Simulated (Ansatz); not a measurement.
Consider the substitution at a C–O bond: `CC[O][In]([F])[F]` + `BN` → `BNCC` + `[OH][In]([F])[F]`.

Program: Ansatz. Geometries: PBE0-D4/def2-TZVP. ΔE: electronic, gas phase. CBS: MP2 limit from def2 TZ/QZ plus the TZ coupled-cluster correction, frozen cores. This one scheme is used for every species. Functionals use def2-TZVPP. Elements past krypton have def2 core potentials. For In outer-core shells are correlated without core-valence functions, which leaves a few kJ/mol of doubt a bond. One conformer a species, not always the lowest.

```json
{"level": "RPA@PBE/def2-TZVPP", "ΔE (kJ/mol)": "-20.2"}
{"level": "SCS-MP2/def2-TZVPP", "ΔE (kJ/mol)": "-23.4"}
```

Question: What does CCSD(T)/CBS give? (An estimate is asked.)

Answer: Ansatz gave: -20.4 kJ/mol. The listed levels differ from it by 0.2, -3.0 kJ/mol.

Largest T1 diagnostic among the species: 0.018.

From r2SCAN to r2SCAN0 (25 % exact exchange), in def2-TZVPP and without D4, ΔE moves by −3.2 kJ/mol. Leaving LDA and LC-ωPBE aside and taking each functional with its dispersion term where it has one, the values, not all of them listed here, spread over 8.3 kJ/mol, from PBE-QIDH to B97M-V.
